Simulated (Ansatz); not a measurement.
`C[Se][Se]`, charge 0, multiplicity 2.

(1) Give a relaxed structure at PBE0-D4/def2-TZVP (Ansatz). (An estimate is asked.)

Results:

(1) Computed: 
```xyz
6

C     0.459    0.149   -0.459
Se   -0.623   -1.228    0.398
Se   -1.795   -0.076    1.904
H    -0.200    0.880   -0.920
H     1.071   -0.346   -1.215
H     1.089    0.621    0.292
```
Point group Cs.
